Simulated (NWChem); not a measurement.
System meant: C$_{2}$H$_{6}$OSi; SMILES C=C[SiH2]O

Input file for NWChem:

```
start job
memory heap 200 mb stack 900 mb global 1100 mb
geometry units angstroms noautosym nocenter noautoz
  Si    -0.535480     0.703345    -0.035912
  O      1.044402     1.294482    -0.053672
  C     -0.534849    -1.172106     0.039297
  C      0.602439    -1.889135    -0.064509
  H     -1.158835     1.202179    -1.306284
  H     -1.326623     1.239955     1.133846
  H      1.534486     1.154672     0.775053
  H     -1.491390    -1.712033     0.176980
  H      1.577257    -1.390001    -0.207444
  H      0.617005    -2.991904    -0.017627
end
basis spherical
  * library 6-31g*
end
dft
  xc xtpss03 ctpss03
  iterations 150
end
property
  shielding
end
task dft property
```

End of the output:

```
 Vector   23  Occ=0.000000D+00  E= 6.387931D-02
              MO Center= -4.9D-01,  7.8D-01,  9.6D-02, r^2= 4.7D+00
   Bfn.  Coefficient  Atom+Function         Bfn.  Coefficient  Atom+Function
  ----- ------------  ---------------      ----- ------------  ---------------
    12      1.323161   1 Si py               38      1.106718   3 C  s
    10     -0.551398   1 Si s                40      0.388262   3 C  py
    66     -0.285633   7 H  s                 8      0.283936   1 Si py
    62     -0.259204   5 H  s                26     -0.252785   2 O  py
    22     -0.183985   2 O  py               13     -0.182878   1 Si pz

 center of mass
 --------------
 x =   0.05833860 y =   0.02887465 z =  -0.04102389

 moments of inertia (a.u.)
 ------------------
         435.746349002299          -7.661850197095           1.521319627576
          -7.661850197095         170.092809231628           0.389783167239
           1.521319627576           0.389783167239         578.614817407031

     Multipole analysis of the density
     ---------------------------------

     L   x y z        total         alpha         beta         nuclear
     -   - - -        -----         -----         ----         -------
     0   0 0 0     -0.000000    -20.000000    -20.000000     40.000000

     1   1 0 0      0.110998     -0.904421     -0.904421      1.919841
     1   0 1 0     -0.453277      0.398759      0.398759     -1.250795
     1   0 0 1      0.524217      0.761839      0.761839     -0.999461

     2   2 0 0    -22.380747    -59.729491    -59.729491     97.078235
     2   1 1 0     -0.065361      0.459392      0.459392     -0.984145
     2   1 0 1      1.840465      0.816008      0.816008      0.208449
     2   0 2 0    -24.340855   -133.796965   -133.796965    243.253075
     2   0 1 1      1.163392      0.021128      0.021128      1.121135
     2   0 0 2    -24.694256    -19.029825    -19.029825     13.365395

          -----------------------------------------
          Chemical Shielding Tensors (GIAO, in ppm)
          -----------------------------------------

 ------------------------------------------------------------------------
  xtpss03: d2 not coded                    0
 ------------------------------------------------------------------------
 ------------------------------------------------------------------------
  current input line :
    25: task dft property
 ------------------------------------------------------------------------
 ------------------------------------------------------------------------
 This error has not yet been assigned to a category
 ------------------------------------------------------------------------
 For more information see the NWChem manual at https://nwchemgit.github.io

0: xtpss03: d2 not coded:Received an Error in Communication
```

Q: What is wrong, and how is it mended?

A: The program stopped with an error. Cause: this functional's second derivatives, which shieldings need, aren't coded here; the fix takes a hybrid GGA instead. This input runs:
```
start job
memory heap 200 mb stack 900 mb global 1100 mb
geometry units angstroms noautosym nocenter noautoz
  Si    -0.535480     0.703345    -0.035912
  O      1.044402     1.294482    -0.053672
  C     -0.534849    -1.172106     0.039297
  C      0.602439    -1.889135    -0.064509
  H     -1.158835     1.202179    -1.306284
  H     -1.326623     1.239955     1.133846
  H      1.534486     1.154672     0.775053
  H     -1.491390    -1.712033     0.176980
  H      1.577257    -1.390001    -0.207444
  H      0.617005    -2.991904    -0.017627
end
basis spherical
  * library 6-31g*
end
dft
  xc pbe0
  iterations 150
end
property
  shielding
end
task dft property
```
It converges to -444.21475 Ha (PBE0/6-31G* (spherical d), GIAO).
